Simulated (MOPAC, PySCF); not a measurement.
CH₆B₂O, SMILES `OB(B)C`, neutral singlet in the gas phase. 

Cartesian coordinates (Å):
```xyz
10

B      1.6919     0.0460    -0.2568
B      0.0533     0.3980    -0.1250
C     -0.9791    -0.6936     0.3684
O     -0.3650     1.6535    -0.4728
H      2.1643    -0.4401    -1.2421
H      2.4508     0.2132     0.6524
H     -0.6393    -1.2039     1.2742
H     -1.9777    -0.2879     0.5652
H     -1.0843    -1.4736    -0.3943
H     -1.3150     1.7885    -0.3693
```
Charge 0, multiplicity 1.

All levels are single points at this geometry (B3LYP-D3(BJ)/def2-TZVP); Pople sets use spherical d functions. Orbital energies aren't observables, and empty levels follow the basis.

| level | HOMO (eV) | LUMO (eV) | gap (eV) | dipole (D) | vertical IE, Delta-SCF (eV) |
|---|---|---|---|---|---|
| B3LYP-D3(BJ)/def2-TZVP in PySCF | -7.61 | -1.85 | 5.76 | 1.81 | 10.08 |
| M06-2X/def2-TZVP in PySCF | -9.04 | -0.71 | 8.33 | 1.79 | 10.25 |
| PBE-D3(BJ)/def2-TZVP in PySCF | -6.44 | -2.67 | 3.77 | 1.83 | 9.76 |
| B3LYP/3-21G in PySCF | -7.30 | -1.48 | 5.82 | 2.08 | – |
| B3LYP/6-311+G** in PySCF | -7.64 | -1.89 | 5.76 | 1.84 | – |
| B3LYP/6-31G* in PySCF | -7.28 | -1.37 | 5.92 | 1.87 | 9.89 |
| BP86/6-31G* in PySCF | -6.20 | -2.29 | 3.91 | 1.93 | – |
| M06-2X/6-31G* in PySCF | -8.81 | -0.22 | 8.59 | 1.87 | – |
| PBE/6-31G* in PySCF | -6.08 | -2.23 | 3.85 | 1.92 | 9.55 |
| HF/STO-3G in PySCF | -9.35 | 6.92 | 16.27 | 1.51 | – |
| AM1 in MOPAC | -10.32 | 1.57 | 11.89 | 1.37 | – |
| PM6 in MOPAC | -9.63 | -0.09 | 9.54 | 1.57 | – |
| PM7 in MOPAC | -9.95 | -0.29 | 9.66 | 1.57 | – |
